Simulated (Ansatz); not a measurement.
Species: H5Si2, SMILES `[SiH2][SiH3]` (charge 0, multiplicity 2).

Give a relaxed geometry from B3LYP-D3(BJ)/def2-TZVP in Ansatz (a program for electronic structure).

the end point of this relaxation (outside a Z-matrix the atoms follow the SMILES, hydrogens last).
Bonded distances (Å): Si1–Si2 2.333, Si1–H3 1.486, Si1–H4 1.486, Si2–H5 1.482, Si2–H6 1.486, Si2–H7 1.482. Angles (°): Si2–Si1–H3 114.0, Si2–Si1–H4 114.1, H3–Si1–H4 109.6, Si1–Si2–H5 109.1, Si1–Si2–H6 112.6, Si1–Si2–H7 109.1, H5–Si2–H6 108.5, H5–Si2–H7 109.1, H6–Si2–H7 108.5.
